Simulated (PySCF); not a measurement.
CH₆B₃F₂N₃O.
Atom-mapped SMILES: `[F:1][CH:2]([F:3])[O:4][B:5]1[NH:6][BH:7][NH:8][BH:9][NH:10]1`

Structure used (PBE0-D3(BJ)/def2-SVP), in Å, numbered top down from 1:
```xyz
16
CH6B3F2N3O angstrom
F     -2.5801    1.6207    0.0508
C     -2.7166    0.2774    0.1898
F     -3.9174   -0.0531   -0.2853
O     -1.7794   -0.3737   -0.5249
B     -0.4122   -0.2239   -0.3035
N      0.4651   -1.1493   -0.9381
B      1.8751   -1.1126   -0.7385
N      2.3895   -0.0995    0.1271
B      1.5569    0.8673    0.7632
N      0.1490    0.7830    0.5369
H     -2.6792    0.0493    1.2716
H      0.0613   -1.8635   -1.5307
H      2.6049   -1.9104   -1.2784
H      3.3879   -0.0547    0.2811
H      2.0200    1.7342    1.4666
H     -0.4451    1.5060    0.9220
```

Probes without a nucleus sit at each ring's centroid and 1 Å off its mean plane on both sides; NICS is minus the shielding there, NICSzz its component along the normal. Level: GIAO PBE0/pcSseg-1 (PySCF, non-relativistic, gas phase) on the PBE0-D3(BJ)/def2-SVP geometry, one conformer.

Ring bond lengths (Å), with Mayer bond orders in brackets: B5–N6 1.424 (1.14), N6–B7 1.425 (1.17), B7–N8 1.428 (1.15), N8–B9 1.426 (1.17), B9–N10 1.428 (1.15), N10–B5 1.427 (1.13).

Task: What do the NICS probes read (ppm)?

Result: 
| ring | type | NICS(0) | NICS(1), two faces | NICS(1)zz, two faces | rms pucker (Å) | centre to ring atoms, mean (Å) |
| --- | --- | --- | --- | --- | --- | --- |
| B5–N6–B7–N8–B9–N10 | 6-membered ring with 3 B and 3 N; formal bonds all single | -3.3 | -3.0 / -3.1 | -4.3 / -4.3 | 0.01 | 1.43 |

Task: What do they say, and how far can they be read as aromaticity?

Result: 
- B5–N6–B7–N8–B9–N10: mean NICS(1)zz -4.3 ppm, shielded.

Task: At the second NICS(1) probe listed for ring B5–N6–B7–N8–B9–N10, 1 Å off the ring, what do the in-plane components average?

Result: The isotropic value is a third of the trace: (3 × -3.1 − (-4.3))/2 = -2.5 ppm.

Task: Give the inner angles of the rings and the Hirshfeld charges of the ring atoms.

Result: 
- B5–N6–B7–N8–B9–N10: B5 118.6° (+0.245 e), N6 122.0° (-0.232 e), B7 117.4° (+0.163 e), N8 122.7° (-0.226 e), B9 117.7° (+0.163 e), N10 121.5° (-0.238 e); sum 720.0° against 720° for a flat convex ring.

Task: What are the shieldings of the ring atoms and their hydrogens in the same run (means over atoms taken as equivalent)?

Result: 
```csv
atoms,environment,σ isotropic (ppm),"principal values of the symmetric part, first atom (ppm)"
B5,three-coordinate boron,79.4,"58.2, 81.5, 98.4"
N6 (×2),boron-bound nitrogen,142.5,"35.9, 163.3, 224.1"
B7 (×2),three-coordinate boron,71.9,"44.5, 58.1, 113.1"
N8,boron-bound nitrogen,124.1,"-17.1, 155.4, 233.8"
H12 (×2),N–H hydrogen,26.25,"21.0, 26.6, 31.3"
H13 (×2),B–H hydrogen,26.50,"23.7, 26.7, 29.1"
H14,N–H hydrogen,25.81,"21.7, 25.2, 30.5"
```

Task: How do the values depend on the level or the medium?

Result: 
| level | NICS(0), B5–N6–B7–N8–B9–N10 | mean NICS(1)zz, B5–N6–B7–N8–B9–N10 |
| --- | --- | --- |
| PBE0/pcSseg-1, gas | -3.3 | -4.3 |
| WP04/pcSseg-1, gas | -3.3 | -3.4 |

The geometry is the same throughout.
